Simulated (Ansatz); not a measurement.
Job for Ansatz (a program for electronic structure): R-BLYP/def2-TZVPP on CH5NOSi (SMILES CO[Si]N).

Ansatz 0.2 input:
```yaml
crystal:
  periodic: [false, false, false]
  atoms:
    - {symbol: C, position_ang: [-1.30021766, -0.19011145, -0.00741242]}
    - {symbol: O, position_ang: [-0.28459232, -0.35095586, 0.96682510]}
    - {symbol: Si, position_ang: [1.35887214, -0.17041113, 0.85969932]}
    - {symbol: N, position_ang: [1.58093661, 0.28584927, -0.78849491]}
    - {symbol: H, position_ang: [-1.15364943, -0.87380342, -0.84903282]}
    - {symbol: H, position_ang: [-2.26141714, -0.41260296, 0.45592444]}
    - {symbol: H, position_ang: [-1.32607169, 0.83609027, -0.38609582]}
    - {symbol: H, position_ang: [2.50809738, 0.46518405, -1.14440482]}
    - {symbol: H, position_ang: [0.87804210, 0.41076122, -1.50323918]}
basis:
  gaussian:
    orbitals: def2-TZVPP
hamiltonian:
  xc: {name: BLYP}
scf: {lower_state_search: off}
```

Program output:

```
WARN ansatz: RAYON_NUM_THREADS=1 ignored (pool sized by the plan → 1); use --threads N
Functional definition: BLYP
these checks for a lower state are left out or cut short: stability, starts, cluster_reference, orbital_swaps, neighbouring_geometries, increment
integrals: 0.11 GiB planned
1069 factors; their error is unknown
mean field: 0.82 GiB planned
mean field evaluation 1: about -12516.4087 eV, gradient 9.9e1 eV
mean field evaluation 2: about -12441.6312 eV, gradient 1.9e2 eV
mean field evaluation 4: about -12534.2452 eV, gradient 2.2e1 eV
mean field evaluation 8: about -12535.0886 eV, gradient 1.3e-1 eV
mean field evaluation 16: about -12535.0650 eV, gradient 1.7e-4 eV
mean field -12535.06502371 eV, -460.6551430489 hartree, gradient 2.5e-6 eV, S^2 0.000000; 0 other end points of the search recorded, 0 dependent functions left out
reference -12535.06536119 eV, -460.6551554513 hartree; 20, 20 occupied and 185, 185 virtual orbitals, 1069 factors
Total energy: -12535.06536119 eV, -460.6551554513 hartree
Checks for a lower state left out: stability, starts, cluster_reference, orbital_swaps, neighbouring_geometries, increment
```

The run converged.

Cost: roughly 4 core-seconds.
